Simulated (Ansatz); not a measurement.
`C=NC(=C)C` and `C=C(C)[SiH3]` differ in one atom or group.

Ansatz, PBE0-D4/def2-TZVP geometries, multiplicity 1. Each molecule was computed in one conformer, which needn't be the lowest.

| property | `C=NC(=C)C` |
| --- | --- |
| LUMO energy (PBE/def2-TZVPP) / eV | -1.89 |
| size of the dipole moment (ωB97M-V/def2-TZVPP) / D | 1.21 |
| LUMO energy (B3LYP/def2-TZVPP) / eV | -1.07 |
| size of the dipole moment (B3LYP/def2-TZVPP) / D | 1.17 |
| HOMO–LUMO gap (PBE0/def2-TZVPP) / eV | 5.95 |
| HOMO energy (PBE/def2-TZVPP) / eV | -5.60 |

(1) Give the same properties after the change, and the shifts. (Estimate.)

## Answers

(1) Ansatz gave: 
| property | `C=C(C)[SiH3]` | shift |
| --- | --- | --- |
| LUMO energy (PBE/def2-TZVPP) / eV | -1.24 | 0.65 |
| size of the dipole moment (ωB97M-V/def2-TZVPP) / D | 0.78 | -0.43 |
| LUMO energy (B3LYP/def2-TZVPP) / eV | -0.44 | 0.63 |
| size of the dipole moment (B3LYP/def2-TZVPP) / D | 0.78 | -0.39 |
| HOMO–LUMO gap (PBE0/def2-TZVPP) / eV | 7.38 | 1.43 |
| HOMO energy (PBE/def2-TZVPP) / eV | -6.51 | -0.91 |

With PBE0 the HOMO falls by 0.84 eV and the LUMO rises by 0.58 eV, so the gap widens by about 1.42 eV. PBE moves the HOMO by -0.91 eV and ωB97M-V by -0.84 eV. Dipoles are sizes alone; their direction can turn.

B3LYP here is the variant with VWN-RPA as its local correlation; programs differ in this.
